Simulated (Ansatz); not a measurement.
Computed with Ansatz on PBE0-D4/def2-TZVP structures; ΔE is electronic, products minus reactants. CBS: MP2 limit from def2 TZ/QZ plus the TZ coupled-cluster correction, frozen cores. This one scheme is used for every species. Functionals use def2-TZVPP. B3LYP here is the variant with VWN-RPA as its local correlation; programs differ in this. For Sc outer-core shells are correlated without core-valence functions, which leaves a few kJ/mol of doubt a bond. Scalar relativity is left out up to krypton. Each species was taken in one conformer, which may not be the lowest.

Reaction (redistribution): `[CH3][Sc]([NH2])[NH2]` + `[NH2][Al]([SH])[SH]` → `[NH2][Sc]([NH2])[NH2]` + `[CH3][Al]([SH])[SH]`

Question: Is it downhill or uphill in electronic energy at CCSD(T)/CBS, and by how much? (Best estimate.)

Answer: The calculation gave: Downhill: ΔE = -8.1 kcal/mol.

Question: What do these levels give: r2SCAN, B3LYP, SCS-MP2/def2-TZVPP, CCSD(T)/def2-TZVPP, HF/def2-QZVPP, SCS-MP2/def2-QZVPP? (Estimate.)

Answer: Ansatz gave: r2SCAN -8.9, B3LYP -9.1, SCS-MP2/def2-TZVPP -8.8, CCSD(T)/def2-TZVPP -8.8, HF/def2-QZVPP -6.6, SCS-MP2/def2-QZVPP -8.2 kcal/mol.

Largest T1 diagnostic among the species: 0.014.

From PBE to PBE0 (25 % exact exchange), in def2-TZVPP and without D4, ΔE moves by +1.0 kcal/mol. In def2-TZVPP, CCSD(T) changes the Hartree–Fock value by −2.0 kcal/mol (the triples alone add −0.5 kcal/mol) and MP2 by −2.3 kcal/mol.
